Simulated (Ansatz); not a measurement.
Total energies of the cluster GeF₃⁻ from Ansatz at PBE0-D4/def2-TZVPD, gas phase (1 Eh = 27.2114 eV = 2625.5 kJ/mol). The reference geometry is relaxed at r2SCAN-D4/def2-TZVPD.

Cartesian coordinates in Å:
```
Ge 0.024 -0.602 -0.385
F 1.532 0.316 0.045
F -0.893 0.858 -0.956
F -0.663 -0.573 1.296
```

```json
{"state": "charge -1 singlet", "geometry": "reference", "energy (Eh)": "-2376.33288"}
{"state": "charge 0 doublet", "geometry": "reference", "energy (Eh)": "-2376.17862"}
{"state": "charge -1 triplet", "geometry": "relaxed at r2SCAN-D4/def2-TZVPD", "energy (Eh)": "-2376.21033"}
{"state": "charge -1 quintet", "geometry": "relaxed at r2SCAN-D4/def2-TZVPD", "energy (Eh)": "-2375.95251"}
```

Question: Work out the vertical ionisation energy to the doublet.

Answer: E(charge 0 doublet) − E(charge -1 singlet) = -2376.17862 − (-2376.33288) = 0.15426 Eh = 4.20 eV. For comparison, −ε of the highest occupied level is 1.89 eV at this level, 2.31 eV less.

Question: Which of the charge -1 states is lowest, and how far above it are the others?

Answer: The singlet. triplet: -2376.21033 − (-2376.33288) = 0.12255 Eh = 321.8 kJ/mol; quintet: -2375.95251 − (-2376.33288) = 0.38037 Eh = 998.7 kJ/mol. The quintet has fallen apart, so its energy is that of loose fragments and no spin gap. The quintet differs in its bonds from the reference.

At PBE0-D4/def2-TZVPD the highest occupied level of the charge -1 triplet lies above zero (up to 0.81 eV). The electron is either unbound and held by the finite basis, or the level is raised by self-interaction error. At PBE0-D4/def2-TZVPD the highest occupied level of the charge -1 quintet lies above zero (up to 1.06 eV).

The structure comes from a short search, and lower isomers may exist.
